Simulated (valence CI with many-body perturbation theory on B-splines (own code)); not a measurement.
E1 transitions of Xe IV

Calculated by valence CI with perturbative core correlation (CI+MBPT): five valence electrons over a frozen Dirac-Fock core [Kr] 4d10, radial functions for each j: 11 s, 11 p, 10 d, 8 f, 5 g, 2 h, with the one-electron correlation potential Σ1 (screened to all orders), the two-electron term Σ2, the three-electron term Σ3, Breit, model QED; selected single and double excitations, second order for the rest, scaled by the run's own slope (own B-spline code, finite nucleus).

Set against measurement, 60 paired levels are off by 338 cm⁻¹ on average, the worst by 1240. These come from a selection out of Saloman, J. Phys. Chem. Ref. Data 33, 765 (2004). Levels without a partner in it may be off by more. Among the levels kept, up to 2500 cm⁻¹ of a level comes from second order outside the variational space, and about a tenth of that is noise between levels of different J, which matters for small intervals. 9 measured levels below the end of the list, from 133027 cm⁻¹ on, found no clear computed partner, and computed levels of the same name lie up to 50070 cm⁻¹ from them.

Lines 51 to 100 of 600 in falling wavelength, among levels below 253805 cm⁻¹, chosen from the strongest by gf and those to the six lowest levels. Wavelengths and rates use the calculated energies, so an error of 300 cm⁻¹ moves a line at 323.2 nm by 0.97 % and its rate by three times that or more. Electric multipoles are in the length gauge, E1 and E2 with the static RPA response of the core. Weak lines are less certain than strong ones. Lines between different terms over intervals too small for the method are left out, as are lines whose strength nearly cancels. Where a level lies close to another of its J and parity, the split of strength between their lines is uncertain. The highest levels of a list are the least certain.

Names give the largest LS component (configuration and term), which can be under half, so a name can repeat, a term be missing and a line seem to break the LS rules; names also repeat where a configuration has a term twice. Letters in brackets count levels of one name in rising energy.

```csv
λ vac (nm),λ from measured levels,Upper,Lower,A (s⁻¹),S (a.u.) with core polarisation,S without
324.4,,5s2 5p2 6p 2P°_1/2 [a],5s2 5p2 5d 2P_1/2 [c],5.69e+07,1.92e+00,1.92e+00
323.2,317.6,5s2 5p2 6p 2D°_5/2 [a],5s2 5p2 5d 2D_5/2 [a],5.94e+07,5.94e+00,6.04e+00
322.9,,5s2 5p2 6p 2P°_1/2 [c],5s2 5p2 6s 2S_1/2,2.03e+08,6.75e+00,6.92e+00
322.7,,4f 5s2 5p2 2F°_5/2 [b],5s2 5p2 5d 2D_3/2 [b],9.46e+06,9.41e-01,9.66e-01
321.9,,4f 5s2 5p2 2F°_7/2 [a],5s2 5p2 5d 2F_5/2 [b],2.35e+07,3.09e+00,3.19e+00
321.5,,4f 5s2 5p2 2D°_5/2 [b],5s2 5p2 6s 2P_3/2 [b],1.58e+07,1.55e+00,1.58e+00
321.1,,5s2 5p2 6p 2P°_1/2 [b],5s2 5p2 6s 2P_3/2 [b],4.03e+07,1.32e+00,1.37e+00
320.8,,5s2 5p2 6p 2P°_1/2 [b],5s2 5p2 5d 2S_1/2,2.85e+07,9.29e-01,9.21e-01
320.2,,5s2 5p2 6d 2D_3/2,5s2 5p2 6p 2P°_1/2 [b],3.50e+07,2.27e+00,2.29e+00
317.4,327.8,4f 5s2 5p2 4D°_3/2,5s2 5p2 6s 4P_3/2 [a],1.80e+07,1.14e+00,1.17e+00
314.3,320.2,4f 5s2 5p2 4F°_5/2,5s2 5p2 6s 4P_3/2 [a],1.63e+07,1.50e+00,1.52e+00
310.2,,5s2 5p2 6p 4S°_3/2,5s2 5p2 6s 2P_1/2,4.38e+07,2.58e+00,2.63e+00
310.0,,5s2 5p2 6p 4D°_7/2,5s2 5p2 6s 4P_5/2,1.70e+08,2.00e+01,2.04e+01
308.2,,4f 5s2 5p2 2F°_5/2 [a],5s2 5p2 6s 2P_3/2 [a],4.99e+07,4.32e+00,4.44e+00
307.6,,5s2 5p2 6p 4D°_5/2,5s2 5p2 6s 4P_3/2 [b],5.49e+07,4.73e+00,4.85e+00
306.5,,5s2 5p2 6p 2P°_3/2 [a],5s2 5p2 6s 2P_3/2 [a],1.18e+08,6.68e+00,6.85e+00
304.9,,5s2 5p2 6p 2F°_5/2,5s2 5p2 5d 2P_3/2,2.80e+07,2.35e+00,2.38e+00
304.1,,4f 5s2 5p2 2F°_5/2 [c],5s2 5p2 5d 2F_5/2 [b],1.03e+07,8.61e-01,8.91e-01
302.7,,5s2 5p2 6p 4D°_3/2 [b],5s2 5p2 5d 4P_1/2,1.95e+07,1.07e+00,1.08e+00
300.0,296.8,5s2 5p2 6p 4P°_1/2,5s2 5p2 6s 2P_1/2,9.00e+07,2.40e+00,2.44e+00
299.8,,5s2 5p2 6p 4P°_3/2,5s2 5p2 6s 4P_5/2,1.55e+08,8.23e+00,8.39e+00
299.5,297.1,5s2 5p2 6p 4D°_5/2,5s2 5p2 6s 4P_3/2 [a],1.40e+08,1.12e+01,1.14e+01
299.1,,5s2 5p2 6p 2P°_3/2 [c],5s2 5p2 6s 2S_1/2,2.59e+08,1.37e+01,1.40e+01
299.1,297.7,5s2 5p2 6p 4D°_3/2 [a],5s2 5p2 6s 4P_1/2,2.38e+08,1.25e+01,1.28e+01
297.8,,5s2 5p2 6p 4D°_7/2,5s2 5p2 5d 2D_5/2 [a],4.59e+07,4.79e+00,4.86e+00
297.0,,5s2 5p2 6p 2P°_3/2 [b],5s2 5p2 5d 2D_3/2 [c],3.77e+07,1.95e+00,1.95e+00
296.1,,5s2 5p2 6p 2D°_5/2 [b],5s2 5p2 5d 2P_3/2,1.70e+07,1.31e+00,1.32e+00
294.7,,5s2 5p2 6p 2P°_3/2 [b],5s2 5p2 5d 2D_5/2 [c],8.08e+07,4.08e+00,4.05e+00
293.9,,4f 5s2 5p2 2F°_5/2 [b],5s2 5p2 6s 2P_3/2 [a],7.17e+07,5.39e+00,5.50e+00
293.7,,5s2 5p2 6p 2D°_5/2 [a],5s2 5p2 6s 4P_3/2 [b],1.07e+07,8.04e-01,8.08e-01
293.3,,4f 5s2 5p2 2F°_7/2 [b],5s2 5p2 6s 2D_5/2,6.70e+07,6.67e+00,6.80e+00
292.5,,5s2 5p2 6p 4S°_3/2,5s2 5p2 6s 4P_3/2 [a],1.33e+08,6.58e+00,6.69e+00
291.8,296.0,4f 5s2 5p2 4D°_1/2,5s2 5p2 5d 4P_1/2,3.45e+07,8.46e-01,8.77e-01
290.6,,5s2 5p2 6p 4P°_1/2,5s2 5p2 6s 4P_3/2 [b],6.35e+07,1.54e+00,1.57e+00
290.4,,5s2 5p2 6p 4D°_3/2 [b],5s2 5p2 5d 4P_3/2,2.90e+07,1.40e+00,1.42e+00
288.4,,5s2 5p2 6p 4P°_3/2,5s2 5p2 5d 2D_5/2 [a],7.11e+07,3.37e+00,3.47e+00
286.4,284.0,5s2 5p2 6p 2D°_5/2 [a],5s2 5p2 6s 4P_3/2 [a],4.94e+07,3.44e+00,3.52e+00
284.7,,4f 5s2 5p2 2F°_5/2 [a],5s2 5p2 6s 4P_5/2,4.19e+07,2.86e+00,2.91e+00
283.4,280.7,5s2 5p2 6p 4P°_1/2,5s2 5p2 6s 4P_3/2 [a],1.03e+08,2.32e+00,2.40e+00
283.2,,5s2 5p2 6p 2P°_3/2 [a],5s2 5p2 6s 4P_5/2,4.25e+07,1.91e+00,1.88e+00
282.4,288.6,4f 5s2 5p2 4F°_3/2,5s2 5p2 6s 4P_1/2,2.50e+07,1.11e+00,1.13e+00
281.4,285.1,4f 5s2 5p2 4F°_5/2,5s2 5p2 5d 4P_3/2,1.88e+07,1.24e+00,1.28e+00
280.1,,4f 5s2 5p2 2G°_7/2 [b],5s2 5p2 5d 2D_5/2 [a],1.10e+08,9.55e+00,9.91e+00
279.4,,5s2 5p2 6p 2P°_3/2 [b],5s2 5p2 6s 2P_3/2 [b],1.99e+08,8.58e+00,8.73e+00
279.1,,5s2 5p2 6p 2P°_3/2 [b],5s2 5p2 5d 2S_1/2,2.05e+07,8.81e-01,8.72e-01
278.7,,5s2 5p2 6p 2P°_1/2 [a],5s2 5p2 6s 2P_3/2 [a],2.92e+08,6.23e+00,6.31e+00
278.2,,4f 5s2 5p2 2F°_5/2 [c],5s2 5p2 6s 2P_3/2 [a],2.44e+07,1.55e+00,1.57e+00
277.9,,4f 5s2 5p2 2D°_3/2 [a],5s2 5p2 6s 4P_3/2 [a],4.18e+07,1.77e+00,1.79e+00
277.8,,4f 5s2 5p2 2H°_9/2,5s2 5p2 5d 2F_7/2 [b],6.27e+07,6.64e+00,6.97e+00
274.4,,4f 5s2 5p2 2F°_5/2 [a],5s2 5p2 5d 2D_5/2 [a],1.32e+07,8.07e-01,8.29e-01
```
